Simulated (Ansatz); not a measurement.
Gas-phase electronic energies from Ansatz, PBE0-D4/def2-TZVP geometries. CCSD(T)/CBS is the MP2 limit (def2-TZVPP, def2-QZVPP) plus CCSD(T) − MP2 in def2-TZVPP, frozen cores. This one scheme is used for every species. DFT in def2-TZVPP. B3LYP here is the variant with VWN-RPA as its local correlation; programs differ in this. For Ge outer-core shells are correlated without core-valence functions, which leaves a few kJ/mol of doubt a bond. Scalar relativity is left out up to krypton. One conformer a species, not always the lowest.

Consider the redistribution: `[CH3][AlH][SH]` + `CN[CH2][GeH3]` → `C[NH][AlH][SH]` + `C[CH2][GeH3]`.

**Question.** Is it downhill or uphill in electronic energy at CCSD(T)/CBS, and by how much? (Best estimate.)

**Answer.** Computed: Downhill: ΔE = -27.5 kcal/mol.

**Question.** What do these levels give: r2SCAN-D4, ωB97M-V, PBE, r2SCAN, PBE0, B3LYP, MP2/def2-TZVPP, CCSD/def2-TZVPP, CCSD(T)/def2-TZVPP, MP2/def2-QZVPP, HF/CBS(def2), MP2/CBS(def2)? (Best estimate.)

**Answer.** The calculation gave: r2SCAN-D4 -26.7, ωB97M-V -26.4, PBE -24.9, r2SCAN -26.6, PBE0 -25.6, B3LYP -26.6, MP2/def2-TZVPP -28.2, CCSD/def2-TZVPP -27.6, CCSD(T)/def2-TZVPP -27.4, MP2/def2-QZVPP -28.3, HF/CBS(def2) -28.1, MP2/CBS(def2) -28.3 kcal/mol.

Largest T1 diagnostic among the species: 0.011.
